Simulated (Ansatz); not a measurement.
Species: HAlBr$_{2}$S, SMILES `[SH][Al]([Br])[Br]` (H–S–Al–Br torsion 0°) (charge 0, multiplicity 1), formula HAlBr2S.

### Question
How many basis functions does frozen-core CCSD(T)/cc-pVTZ // B3LYP-D3(BJ)/def2-TZVP (Ansatz, a program for electronic structure) use, how many core orbitals are frozen, and how many electrons are correlated?

### Answer
168 basis functions and 28 frozen orbitals, which leaves 44 correlated electrons (filled d shells below the valence shell are correlated). Core time is of the order of minutes.
